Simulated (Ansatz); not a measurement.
Frontier orbitals of `BBr`.

The species carries charge 0 and has multiplicity 1. Correlated methods include outer-core shells of Br, which these sets cover unevenly. Scalar relativity is left out up to krypton. All single points use the PBE0-D4/def2-TZVP geometry. Basis def2-TZVPP, Ansatz.

```csv
functional,HOMO (eV),LUMO (eV),gap (eV)
PBE,-6.95,-2.99,3.96
B97M-V,-7.33,-2.69,4.64
PBE0,-8.22,-2.01,6.21
r2SCAN0,-8.41,-1.79,6.62
HSE06 (plane-wave form),-7.82,-2.39,5.43
BHLYP,-9.36,-0.95,8.41
ωB97M-V,-10.45,-0.01,10.44
```

(1) What is the vertical ionisation energy at frozen-core CCSD(T)/def2-TZVPP? (An estimate is asked.)

Answers

(1) Computed: 10.87 eV (T1 of the cation 0.021).

From PBE to PBE0 the HOMO moves by −1.27 eV and the LUMO by +0.98 eV, and with ωB97M-V by −3.50 and +2.97 eV, so the gap grows from 3.96 to 10.44 eV with exact exchange. −ε(HOMO) differs from that ionisation energy by −3.92 eV with PBE and −0.42 eV with ωB97M-V.
